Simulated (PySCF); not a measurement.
# How the method changes the constants of BeCd⁺

State: ²Σ⁺ (doublet), unpaired electrons σ ↑. Set-up: basis Be def2-SVPD, Cd def2-SVPD with ECP28; scalar-relativistic core potentials; PySCF 2.14. De refers to Be + Cd⁺ in their ground configurations, without counterpoise correction. The functionals are run spin-unrestricted. A positive dipole points towards Cd; it is taken about the centre of mass and depends on that origin.

```csv
Level,Re (Å),ωe (cm⁻¹),De (eV),μ (D)
ROHF,2.581,344,0.99,-2.09
ROHF-MP2,2.528,343,1.57,n/a
ROHF-SCS-MP2,2.544,337,1.45,n/a
ROHF-CCSD,2.560,333,1.19,n/a
ROHF-CCSD(T),2.560,332,1.28,n/a
PBE,2.517,337,2.14,-4.02
PW91,2.512,338,2.16,-4.03
BLYP,2.536,319,2.06,-4.27
r²SCAN,2.499,351,2.15,-3.94
PBE0,2.526,342,1.90,-3.77
MN15,2.481,368,2.07,-4.52
CAM-B3LYP,2.522,338,1.81,-3.89
```

(1) Which functional lies closest to ROHF-CCSD(T) in De, which farthest, and by how much do they differ from it?

(2) What does a quarter of exact exchange do here, going from PBE to PBE0?

(3) What does the step from GGA to meta-GGA do here, going from PBE to r²SCAN?

Correlated steps freeze no core orbitals. Correlated levels converge slowly with the basis: in double zeta they bind strong bonds too weakly, by up to about 1 eV, and carry superposition errors of some tenths. Spin–orbit coupling is left out. For an ion De counts to the pair picked by the measured ionisation energies or electron affinities, which need not be the lowest pair at this level. The state was picked by a PBE0 search and need not be the measured ground state.

The whole job (state search and all levels along the bond) took about 2.2 min on 1 thread of Intel Xeon Platinum 8488C (shared host), peak memory 0.54 GiB.

Answers

(1) Closest is CAM-B3LYP (-3.8 pm in Re, +1.8 % in ωe, +0.53 eV in De against ROHF-CCSD(T) in the same basis), farthest PW91 (-4.8 pm in Re, +1.8 % in ωe, +0.88 eV in De). CCSD(T) converges more slowly with the basis than the functionals do and binds too weakly in this one, so the order can change at the basis-set limit.

(2) PBE0 less PBE: +0.9 pm in Re, +1.5 % in ωe, -0.24 eV in De. Exact exchange removes part of the self-interaction that spreads semilocal densities, and in most molecules shortens and stiffens the bond and lowers De; here Re goes the other way.

(3) r²SCAN less PBE: -1.8 pm in Re, +4.2 % in ωe, +0.01 eV in De.
